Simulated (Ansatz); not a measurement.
F₃In, SMILES `[F][In]([F])[F]` with one electron removed (charge 1, multiplicity 2), frozen-core CCSD(T)/def2-TZVPP // PBE0-D4/def2-TZVP run with Ansatz (a first-principles code). The run hit its time limit unfinished.

Ansatz 0.2 input:
```yaml
crystal:
  periodic: [false, false, false]
  atoms:
    - { symbol: F, position_ang: [1.864585, -0.451903, -0.002234] }
    - { symbol: In, position_ang: [0.00028, 0.000082, -0.000004] }
    - { symbol: F, position_ang: [-0.541579, 1.840191, -0.017723] }
    - { symbol: F, position_ang: [-1.323286, -1.388371, 0.019962] }
basis:
  gaussian: { orbitals: def2-TZVPP }
correlation:
  method: ccsd_t
total_charge: 1
magnetization:
  spin_polarized: true
  initial_magnetization: 1
```

The last lines of the output:

```
determinant -13257.23878490 eV, -487.1945392658 hartree, with singles and doubles -13284.78148753 eV, -488.2067149183 hartree
determinant -13256.80956461 eV, -487.1787657110 hartree, with singles and doubles -13284.78191587 eV, -488.2067306595 hartree
determinant -13256.79019329 eV, -487.1780538283 hartree, with singles and doubles -13284.82089222 eV, -488.2081630139 hartree
determinant -13256.19206980 eV, -487.1560731954 hartree, with singles and doubles -13284.29965336 eV, -488.1890078393 hartree
determinant -13259.35653637 eV, -487.2723651969 hartree, with singles and doubles -13285.46013892 eV, -488.2316548971 hartree
determinant -13259.35573912 eV, -487.2723358986 hartree, with singles and doubles -13285.45942359 eV, -488.2316286091 hartree
determinant -13259.35509419 eV, -487.2723121979 hartree, with singles and doubles -13285.45883696 eV, -488.2316070508 hartree
determinant -13259.26091178 eV, -487.2688510582 hartree, with singles and doubles -13285.32035318 eV, -488.2265178659 hartree
determinant -13259.26028673 eV, -487.2688280877 hartree, with singles and doubles -13285.31974920 eV, -488.2264956701 hartree
determinant -13258.56778989 eV, -487.2433792985 hartree, with singles and doubles -13285.35256698 eV, -488.2277017012 hartree
determinant -13259.35653637 eV, -487.2723651969 hartree, with singles and doubles -13285.50285748 eV, -488.2332247753 hartree
determinant -13259.35573912 eV, -487.2723358986 hartree, with singles and doubles -13285.50223214 eV, -488.2332017943 hartree
determinant -13259.35509419 eV, -487.2723121979 hartree, with singles and doubles -13285.50172251 eV, -488.2331830656 hartree
determinant -13259.26091178 eV, -487.2688510582 hartree, with singles and doubles -13285.32941063 eV, -488.2268507208 hartree
determinant -13259.26028673 eV, -487.2688280877 hartree, with singles and doubles -13285.32881836 eV, -488.2268289554 hartree
determinant -13258.56778989 eV, -487.2433792985 hartree, with singles and doubles -13285.40781333 eV, -488.2297319670 hartree
determinant -13258.56728209 eV, -487.2433606372 hartree, with singles and doubles -13285.40727080 eV, -488.2297120294 hartree
determinant -13257.77113721 eV, -487.2141028525 hartree, with singles and doubles -13285.34905721 eV, -488.2275727193 hartree
determinant -13257.69381833 eV, -487.2112614361 hartree, with singles and doubles -13285.10820166 eV, -488.2187214412 hartree
```
